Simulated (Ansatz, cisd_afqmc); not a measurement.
System: Pb, charge 0, triplet.

Total energies in def2-TZVPP, 4 correlated electrons, 9 frozen orbitals. Radicals and triplets start from unrestricted determinants; spin-orbit coupling is neglected. Correlated methods leave the cores frozen (noble-gas shells, and filled d and f shells in the p block). Past Kr the def2 sets carry scalar-relativistic core potentials. AFQMC is phaseless with a CISD trial state; ± is one standard error, without the phaseless bias. Outlying blocks are dropped, and bars are widened where a walk drifts. Over all cases where full CI ran beside it in this data, AFQMC minus full CI had a median of +0.1 mEh and passed +0.4 mEh in a tenth of the cases. Spin-orbit terms, left out, reach several kcal/mol for Br and I, and more for heavier atoms.

```json
[
 {"method": "HF", "program": "Ansatz", "energy (Eh)": "-191.83552", "minus CCSDTQ (mEh)": "48.20"},
 {"method": "MP2", "program": "Ansatz", "energy (Eh)": "-191.87227", "minus CCSDTQ (mEh)": "11.46"},
 {"method": "CCSD", "program": "Ansatz", "energy (Eh)": "-191.88238", "minus CCSDTQ (mEh)": "1.35"},
 {"method": "CCSD(T)", "program": "Ansatz", "energy (Eh)": "-191.88342", "minus CCSDTQ (mEh)": "0.31"},
 {"method": "CCSDT(Q)", "program": "Ansatz", "energy (Eh)": "-191.88372", "minus CCSDTQ (mEh)": "0.00"},
 {"method": "CCSDTQ", "program": "Ansatz", "energy (Eh)": "-191.88372", "minus CCSDTQ (mEh)": "0.00"},
 {"method": "AFQMC/CISD", "program": "cisd_afqmc", "energy (Eh)": "-191.8837 ± 0.0001", "minus CCSDTQ (mEh)": "0.1 ± 0.1"}
]
```

Ansatz is a first-principles code.
